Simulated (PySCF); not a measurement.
How the method changes the constants of KSi⁻

State: ³Σ⁻ (triplet), unpaired electrons π ↑↑. Set-up: PySCF, no relativity, basis sets K def2-SVPD, Si def2-SVPD. De refers to K + Si⁻ in their high-spin ground configurations, without counterpoise correction. The functionals are run spin-unrestricted. A positive dipole points towards Si; it is taken about the centre of mass and depends on that origin. Levels whose curve was spin-contaminated or gave no clean fit are not listed.

| Level | Re (Å) | ωe (cm⁻¹) | De (eV) | μ (D) |
| --- | --- | --- | --- | --- |
| ROHF | 3.568 | 98.5 | n/a | 1.43 |
| ROHF-MP2 | 3.204 | 176 | n/a | n/a |
| ROHF-SCS-MP2 | 3.232 | 169 | n/a | n/a |
| ROHF-CCSD | 3.308 | 156 | n/a | n/a |
| ROHF-CCSD(T) | 3.288 | 161 | n/a | n/a |

Task: What does second-order correlation do here, going from ROHF to ROHF-MP2?

Result: ROHF-MP2 less ROHF: -36.4 pm in Re, +78.7 % in ωe. Correlation nearly always deepens the well. The bond shortens, as in weak, metallic or heavy-atom bonds, where dispersion and the correlation of outer-core electrons pull the atoms together.

Task: What does the triples do here, going from ROHF-CCSD to ROHF-CCSD(T)?

Result: ROHF-CCSD(T) less ROHF-CCSD: -2.0 pm in Re, +3.2 % in ωe. Correlation nearly always deepens the well. The bond shortens, as in weak, metallic or heavy-atom bonds, where dispersion and the correlation of outer-core electrons pull the atoms together.

Correlated steps freeze 10 core orbitals. The CCSD T1 diagnostic is raised, a sign that a single reference may not be enough here. UHF is strongly spin-contaminated for KSi⁻, so the ROHF reference used there is far from stable. The state is the lowest determinant that a PBE0 search found; another state may lie lower at other levels.
